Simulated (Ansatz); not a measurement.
`CC(C)[Si]N` + H–F → `N[Si]F` + propane  (ligand exchange at the Si–C bond)

Computed with Ansatz on PBE0-D4/def2-TZVP structures; ΔE is electronic, products minus reactants. CCSD(T)/CBS adds triple-zeta CCSD(T) − MP2 to the extrapolated MP2 energy (def2 sets, frozen cores). This one scheme is used for every species. Functionals use def2-TZVPP. B3LYP here is the variant with VWN-RPA as its local correlation; programs differ in this. Each species was taken in one conformer, which may not be the lowest.

(1) Is it downhill or uphill in electronic energy at CCSD(T)/CBS, and by how much? (An estimate is asked.)

(2) What do these levels give: PBE, B3LYP, BHLYP, CAM-B3LYP, RPA@PBE/def2-TZVPP, HF/def2-TZVPP? (Best estimate.)

Largest T1 diagnostic among the species: 0.014.

## Answers

(1) The calculation gave: Downhill: ΔE = -1.95 eV.

(2) The calculation gave: PBE -2.00, B3LYP -2.22, BHLYP -2.25, CAM-B3LYP -2.23, RPA@PBE/def2-TZVPP -1.97, HF/def2-TZVPP -2.36 eV.

The D4 term adds +0.17 eV with B3LYP and +0.09 eV with PBE0; it sums over pairs of atoms, weighted by their polarisabilities, and B3LYP, whose exchange is more repulsive, gets the larger term. Leaving LDA and LC-ωPBE aside and taking each functional with its dispersion term where it has one, the values, not all of them listed here, spread over 0.32 eV, from CAM-B3LYP-D4 to revPBE-D4. LDA lies +0.13 eV from PBE without D4. In def2-TZVPP, CCSD(T) changes the Hartree–Fock value by +0.40 eV (the triples alone add +0.06 eV) and MP2 by +0.43 eV.
